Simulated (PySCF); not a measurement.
A geometry optimisation, step by step.

Compound: C2H8BFGe.
SMILES with atom numbers: `[BH2:1][C@H:2]([GeH3:3])[CH2:4][F:5]` (hydrogens: H6, H7 on B1; H8 on C2; H9, H10, H11 on Ge3; H12, H13 on C4)

Computed by this run: PySCF, PBE0-D3(BJ)/def2-SVP geometry optimisation, gas phase; density fitting, grid level 1; the optimiser is geomeTRIC in internal coordinates, started from a GFN2-xTB structure with every atom displaced at random (about 0.01 Å). The frame can shift and turn from step to step; on so coarse a grid that alone can change the energy by a few meV, and forces under 0.02 eV/Å are noise.

Step 0: E = -62090.3225 eV, largest atomic force 2.073 eV/Å
```
atom  x, y, z in Å  |  force x, y, z in eV/Å
B1     -0.896   -1.478    0.069    0.231   2.043  -0.268
C2     -0.372   -0.127   -0.489   -0.004  -0.112   0.179
Ge3     1.548   -0.102    0.087   -0.167  -0.204   0.238
C4     -0.920    1.166    0.046   -1.914   0.211  -0.088
F5     -0.016    2.177   -0.072    0.530   0.723  -0.145
H6     -0.747   -2.434   -0.542    0.266  -1.528  -0.839
H7     -1.445   -1.488    1.104   -0.375  -0.131   0.949
H8     -0.299   -0.070   -1.583    0.120  -0.219  -0.202
H9      2.305    0.931   -0.683    0.285   0.482  -0.525
H10     1.665    0.241    1.559   -0.145   0.084   0.429
H11     2.229   -1.428   -0.111    0.187  -0.693  -0.166
H12    -1.183    1.093    1.121   -0.025  -0.142  -0.175
H13    -1.863    1.503   -0.517    1.008  -0.515   0.615
```

Step 1: E = -62090.5321 eV, largest atomic force 0.359 eV/Å
```
atom  x, y, z in Å  |  force x, y, z in eV/Å
B1     -0.876   -1.402    0.072   -0.018  -0.179  -0.135
C2     -0.337   -0.081   -0.482    0.008   0.142  -0.170
Ge3     1.559   -0.158    0.193    0.147   0.013   0.043
C4     -0.964    1.220   -0.036    0.335   0.081  -0.102
F5     -0.044    2.264   -0.077   -0.236  -0.151   0.056
H6     -0.709   -2.436   -0.547    0.007   0.122   0.131
H7     -1.430   -1.441    1.150    0.023   0.003   0.013
H8     -0.167   -0.086   -1.575   -0.004  -0.058   0.095
H9      2.360    0.871   -0.631   -0.065  -0.145   0.094
H10     1.595    0.187    1.696   -0.006  -0.018  -0.107
H11     2.154   -1.569   -0.030   -0.081   0.116   0.022
H12    -1.356    1.150    0.993    0.009   0.008  -0.043
H13    -1.779    1.483   -0.728   -0.119   0.067   0.103
```

Step 2: E = -62090.5458 eV, largest atomic force 0.178 eV/Å
```
atom  x, y, z in Å  |  force x, y, z in eV/Å
B1     -0.866   -1.396    0.060    0.023  -0.036   0.032
C2     -0.334   -0.072   -0.500   -0.022   0.121  -0.128
Ge3     1.557   -0.162    0.191   -0.014  -0.029   0.051
C4     -0.966    1.222   -0.042    0.121   0.052   0.018
F5     -0.070    2.280   -0.070   -0.049  -0.095  -0.030
H6     -0.685   -2.439   -0.528    0.007   0.047   0.002
H7     -1.409   -1.425    1.143   -0.010   0.000   0.009
H8     -0.162   -0.085   -1.589    0.005  -0.004   0.000
H9      2.382    0.839   -0.624    0.008  -0.004  -0.012
H10     1.582    0.187    1.686   -0.005   0.014   0.003
H11     2.123   -1.577   -0.019   -0.007  -0.014   0.006
H12    -1.341    1.134    0.991   -0.021  -0.028   0.021
H13    -1.806    1.496   -0.701   -0.036  -0.025   0.027
```

Step 3: E = -62090.5497 eV, largest atomic force 0.079 eV/Å
```
atom  x, y, z in Å  |  force x, y, z in eV/Å
B1     -0.859   -1.388    0.056    0.053   0.009   0.005
C2     -0.335   -0.064   -0.512   -0.051   0.038  -0.046
Ge3     1.551   -0.166    0.192   -0.034  -0.044   0.040
C4     -0.965    1.224   -0.041    0.002   0.012   0.042
F5     -0.076    2.283   -0.082    0.003   0.006  -0.025
H6     -0.663   -2.423   -0.534   -0.018  -0.040  -0.011
H7     -1.397   -1.421    1.143    0.000   0.006  -0.011
H8     -0.164   -0.081   -1.602    0.005   0.022  -0.008
H9      2.395    0.815   -0.625    0.021   0.021  -0.031
H10     1.566    0.197    1.683   -0.003   0.019   0.019
H11     2.097   -1.590    0.000    0.017  -0.031   0.010
H12    -1.321    1.122    0.997    0.006   0.003   0.017
H13    -1.825    1.495   -0.677   -0.002  -0.023  -0.002
```

Step 4: E = -62090.5524 eV, largest atomic force 0.102 eV/Å
```
atom  x, y, z in Å  |  force x, y, z in eV/Å
B1     -0.848   -1.383    0.044   -0.002   0.048   0.016
C2     -0.335   -0.055   -0.526   -0.028  -0.075  -0.004
Ge3     1.546   -0.172    0.195   -0.015  -0.034   0.016
C4     -0.962    1.226   -0.038   -0.090  -0.032   0.035
F5     -0.085    2.291   -0.099    0.037   0.052  -0.012
H6     -0.660   -2.422   -0.540    0.002  -0.030  -0.041
H7     -1.381   -1.412    1.134    0.009  -0.003   0.007
H8     -0.168   -0.069   -1.615    0.015   0.051  -0.005
H9      2.409    0.790   -0.626    0.010   0.007  -0.020
H10     1.548    0.210    1.682   -0.001   0.016   0.004
H11     2.078   -1.606    0.026    0.017  -0.011   0.016
H12    -1.295    1.115    1.009    0.033   0.022   0.001
H13    -1.842    1.489   -0.649    0.013  -0.012  -0.015
```

Step 5: E = -62090.5553 eV, largest atomic force 0.121 eV/Å
```
atom  x, y, z in Å  |  force x, y, z in eV/Å
B1     -0.841   -1.379    0.031   -0.008   0.027  -0.029
C2     -0.338   -0.046   -0.537   -0.022  -0.090   0.060
Ge3     1.538   -0.184    0.201    0.004  -0.004  -0.009
C4     -0.959    1.230   -0.032   -0.108  -0.054   0.007
F5     -0.094    2.302   -0.125    0.053   0.064  -0.006
H6     -0.658   -2.411   -0.568   -0.009  -0.019  -0.017
H7     -1.357   -1.418    1.128    0.018  -0.004   0.006
H8     -0.175   -0.051   -1.627    0.024   0.057   0.006
H9      2.422    0.751   -0.633   -0.006  -0.014  -0.006
H10     1.529    0.233    1.679   -0.001   0.009  -0.009
H11     2.058   -1.627    0.071    0.002   0.011   0.017
H12    -1.260    1.120    1.025    0.035   0.020  -0.006
H13    -1.861    1.482   -0.617    0.016  -0.002  -0.014
```

Step 6: E = -62090.5589 eV, largest atomic force 0.131 eV/Å
```
atom  x, y, z in Å  |  force x, y, z in eV/Å
B1     -0.832   -1.376    0.006   -0.014  -0.013  -0.058
C2     -0.343   -0.035   -0.549   -0.011  -0.095   0.089
Ge3     1.526   -0.200    0.212    0.025   0.049  -0.032
C4     -0.954    1.237   -0.020   -0.065  -0.052  -0.021
F5     -0.104    2.315   -0.161    0.031   0.041   0.004
H6     -0.670   -2.398   -0.621   -0.008   0.016   0.009
H7     -1.314   -1.437    1.117    0.015  -0.005   0.009
H8     -0.182   -0.016   -1.638    0.030   0.043   0.008
H9      2.438    0.683   -0.650   -0.011  -0.030   0.005
H10     1.503    0.282    1.670    0.001   0.000  -0.015
H11     2.024   -1.656    0.152   -0.017   0.014   0.012
H12    -1.205    1.131    1.049    0.011   0.013  -0.009
H13    -1.882    1.473   -0.570    0.013   0.020  -0.001
```

Step 7: E = -62090.5612 eV, largest atomic force 0.077 eV/Å
```
atom  x, y, z in Å  |  force x, y, z in eV/Å
B1     -0.829   -1.379   -0.012   -0.005  -0.033  -0.046
C2     -0.346   -0.030   -0.551   -0.003  -0.040   0.066
Ge3     1.519   -0.207    0.218    0.022   0.061  -0.031
C4     -0.954    1.240   -0.012   -0.009  -0.025  -0.025
F5     -0.108    2.321   -0.173    0.011   0.006   0.009
H6     -0.680   -2.390   -0.660   -0.004   0.022   0.019
H7     -1.287   -1.459    1.108    0.004  -0.001   0.003
H8     -0.181    0.008   -1.639    0.016   0.021   0.005
H9      2.446    0.635   -0.669   -0.007  -0.028   0.005
H10     1.497    0.321    1.660    0.003  -0.004  -0.012
H11     1.999   -1.670    0.208   -0.021   0.006   0.008
H12    -1.181    1.140    1.063   -0.010  -0.003  -0.005
H13    -1.891    1.472   -0.546    0.002   0.017   0.004
```

Step 8: E = -62090.5632 eV, largest atomic force 0.042 eV/Å
```
atom  x, y, z in Å  |  force x, y, z in eV/Å
B1     -0.826   -1.384   -0.027    0.006  -0.030  -0.009
C2     -0.348   -0.027   -0.547    0.012   0.020   0.009
Ge3     1.516   -0.206    0.221    0.003   0.039  -0.016
C4     -0.955    1.241   -0.003    0.035   0.005  -0.007
F5     -0.108    2.321   -0.167   -0.011  -0.021   0.010
H6     -0.686   -2.384   -0.692    0.004   0.013   0.013
H7     -1.271   -1.482    1.097   -0.009   0.002  -0.004
H8     -0.175    0.029   -1.633   -0.009  -0.003  -0.002
H9      2.454    0.590   -0.693    0.002  -0.014  -0.002
H10     1.503    0.363    1.646    0.005  -0.001  -0.002
H11     1.972   -1.676    0.256   -0.013  -0.007   0.006
H12    -1.178    1.141    1.073   -0.023  -0.012   0.001
H13    -1.894    1.476   -0.534   -0.003   0.009   0.004
```

Step 9: E = -62090.5644 eV, largest atomic force 0.055 eV/Å
```
atom  x, y, z in Å  |  force x, y, z in eV/Å
B1     -0.824   -1.387   -0.038    0.012  -0.012   0.016
C2     -0.348   -0.024   -0.545    0.020   0.044  -0.027
Ge3     1.516   -0.202    0.221   -0.010   0.006   0.001
C4     -0.958    1.240    0.004    0.035   0.017   0.013
F5     -0.108    2.320   -0.149   -0.015  -0.023   0.007
H6     -0.681   -2.380   -0.711    0.008  -0.001   0.001
H7     -1.266   -1.496    1.087   -0.013   0.003  -0.007
H8     -0.171    0.042   -1.630   -0.024  -0.012  -0.007
H9      2.462    0.556   -0.715    0.007  -0.002  -0.007
H10     1.514    0.396    1.634    0.004   0.003   0.003
H11     1.949   -1.679    0.289   -0.002  -0.011   0.007
H12    -1.186    1.134    1.078   -0.020  -0.013   0.002
H13    -1.894    1.481   -0.528   -0.002   0.001  -0.003
```

Step 10: E = -62090.5658 eV, largest atomic force 0.066 eV/Å
```
atom  x, y, z in Å  |  force x, y, z in eV/Å
B1     -0.817   -1.388   -0.053    0.015   0.009   0.030
C2     -0.348   -0.017   -0.545    0.021   0.044  -0.044
Ge3     1.515   -0.200    0.220   -0.016  -0.026   0.013
C4     -0.962    1.239    0.015    0.011   0.015   0.029
F5     -0.111    2.322   -0.121   -0.011  -0.011   0.005
H6     -0.669   -2.373   -0.735    0.009  -0.014  -0.009
H7     -1.261   -1.510    1.069   -0.011   0.003  -0.007
H8     -0.169    0.061   -1.629   -0.030  -0.012  -0.007
H9      2.475    0.504   -0.743    0.009   0.006  -0.010
H10     1.529    0.440    1.614    0.003   0.006   0.004
H11     1.915   -1.683    0.337    0.006  -0.009   0.006
H12    -1.196    1.120    1.087   -0.009  -0.006   0.000
H13    -1.896    1.488   -0.517    0.004  -0.004  -0.009
```

Step 11: E = -62090.5672 eV, largest atomic force 0.050 eV/Å
```
atom  x, y, z in Å  |  force x, y, z in eV/Å
B1     -0.804   -1.385   -0.076    0.015   0.020   0.030
C2     -0.348   -0.003   -0.550    0.015   0.030  -0.037
Ge3     1.511   -0.203    0.220   -0.011  -0.041   0.015
C4     -0.967    1.240    0.031   -0.017   0.004   0.029
F5     -0.122    2.328   -0.087   -0.002   0.005   0.003
H6     -0.647   -2.360   -0.772    0.008  -0.018  -0.013
H7     -1.250   -1.526    1.044   -0.008   0.001  -0.006
H8     -0.169    0.091   -1.632   -0.022  -0.006  -0.004
H9      2.493    0.419   -0.778    0.005   0.007  -0.006
H10     1.548    0.498    1.583    0.002   0.007   0.002
H11     1.865   -1.692    0.411    0.006  -0.003   0.003
H12    -1.203    1.101    1.100    0.004   0.002  -0.002
H13    -1.903    1.493   -0.497    0.007  -0.006  -0.013
```

Step 12: E = -62090.5679 eV, largest atomic force 0.031 eV/Å
```
atom  x, y, z in Å  |  force x, y, z in eV/Å
B1     -0.787   -1.380   -0.103    0.007   0.016   0.018
C2     -0.348    0.015   -0.556    0.002   0.010  -0.012
Ge3     1.506   -0.212    0.223    0.002  -0.029   0.005
C4     -0.974    1.244    0.049   -0.027  -0.009   0.013
F5     -0.139    2.340   -0.055    0.004   0.011   0.002
H6     -0.618   -2.342   -0.814    0.005  -0.012  -0.006
H7     -1.233   -1.542    1.014   -0.006  -0.001  -0.005
H8     -0.171    0.129   -1.636   -0.004   0.000  -0.001
H9      2.511    0.313   -0.809    0.001   0.006   0.001
H10     1.572    0.558    1.545    0.002   0.005   0.000
H11     1.804   -1.701    0.497    0.000   0.001  -0.003
H12    -1.205    1.084    1.116    0.009   0.005  -0.002
H13    -1.913    1.496   -0.473    0.006  -0.004  -0.009
```

Step 13: E = -62090.5681 eV, largest atomic force under 0.02 eV/Å
```
atom  x, y, z in Å  |  force x, y, z in eV/Å
B1     -0.788   -1.379   -0.097    0.001   0.006   0.001
C2     -0.347    0.014   -0.555   -0.003   0.006  -0.001
Ge3     1.508   -0.213    0.222    0.000  -0.012   0.005
C4     -0.975    1.244    0.046   -0.014  -0.011   0.002
F5     -0.140    2.341   -0.056    0.007   0.006  -0.001
H6     -0.614   -2.344   -0.803   -0.001  -0.002  -0.001
H7     -1.240   -1.536    1.018    0.002  -0.002   0.000
H8     -0.171    0.123   -1.636    0.002   0.002   0.001
H9      2.509    0.330   -0.804   -0.001   0.002   0.000
H10     1.571    0.544    1.553    0.000   0.003  -0.001
H11     1.813   -1.703    0.479    0.001   0.002   0.000
H12    -1.210    1.086    1.112    0.005   0.002  -0.001
H13    -1.911    1.495   -0.481    0.002  -0.002  -0.003
```

**Question.** Summarise the path.

**Answer.** The energy falls by 23.70 kJ/mol from step 0 to step 13; nine tenths of that is first reached at step 2. It falls at every step. The largest force goes from 2.073 to under 0.02 eV/Å. Among the bonds B1–H6 changes most, from 1.144 to 1.209 Å; the atoms move by 0.318 Å rms after alignment.

**Question.** Follow the three bonds and two angles with the largest change from start to end.

**Answer.** 
```csv
step,E above end (kJ/mol),largest force (eV/Å),B1–H6 (Å),C4–H13 (Å),B1–H7 (Å),B1–C2–Ge3 (°),Ge3–C2–C4 (°)
0,23.70,2.073,1.144,1.150,1.172,103.3,103.7
1,3.47,0.359,1.217,1.101,1.212,100.2,109.0
2,2.15,0.178,1.211,1.103,1.212,99.3,109.1
3,1.77,0.079,1.207,1.103,1.213,98.4,108.9
4,1.51,0.102,1.207,1.104,1.213,97.4,108.7
5,1.23,0.121,1.208,1.104,1.213,96.3,108.5
6,0.88,0.131,1.209,1.104,1.213,95.0,108.2
7,0.66,0.077,1.210,1.103,1.213,94.6,108.0
8,0.47,0.042,1.209,1.103,1.213,94.6,108.0
9,0.35,0.055,1.208,1.103,1.213,94.7,108.0
10,0.22,0.066,1.208,1.103,1.213,94.5,108.1
11,0.08,0.050,1.208,1.103,1.213,93.8,108.2
12,0.01,0.031,1.208,1.104,1.213,92.7,108.5
13,0.00,under 0.02,1.209,1.104,1.213,92.7,108.7
```

What follows is the cost of the whole optimisation. Time: 93 s wall; peak memory 0.55 GiB. Hardware: Arm Neoverse V2, one thread (shared host).
